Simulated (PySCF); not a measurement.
A structure optimised at PBE-D3(BJ)/def2-SVP, used in a PySCF frequency run:

```
C
H 1 1.1127
C 1 1.4567 2 108.65
N 3 1.1745 1 174.20 2 -143.10
C 1 1.5434 2 110.95 3 124.61
H 5 1.1076 1 110.06 2 57.40
H 5 1.1079 6 108.33 1 122.19
H 5 1.1080 6 107.99 7 116.90
Si 1 1.9317 2 108.05 3 -112.21
O 9 1.6764 1 108.61 2 167.28
H 10 0.9760 9 113.94 1 -56.70
H 9 1.4976 10 106.48 11 -174.12
H 9 1.5044 12 111.45 10 124.13
```
Charge 0, spin multiplicity 1.

### Question
Write its SMILES and formula.

### Answer
C[C@@H](C#N)[SiH2]O, C3H7NOSi

### Question
What are its rotational constants (standard atomic weights)?

### Answer
3.4414, 2.3521, 1.7576 GHz
